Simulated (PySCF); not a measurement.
Vertical excitations of a molecule C6H12O2 from TDDFT-B3LYP/def2-SVP in PySCF, as energy in eV (oscillator strength): 5.77 (0.003), 7.84 (0.002), 8.01 (0.085), 8.17 (0.004), 8.45 (0.049), 8.48 (0.000), 8.65 (0.040), 8.79 (0.005), 9.16 (0.005), 9.20 (0.063). Lowest triplet (TDA): 5.22 eV. Geometry: r2SCAN-D4/def2-SVP. One conformer was computed; it need not be the lowest.

Problem. Identify the compound among the candidates.
A) CCCCOC(C)=O
B) COC(=O)C(C)(C)C
C) CC/C(=C/OC)OC

Solution. B, COC(=O)C(C)(C)C
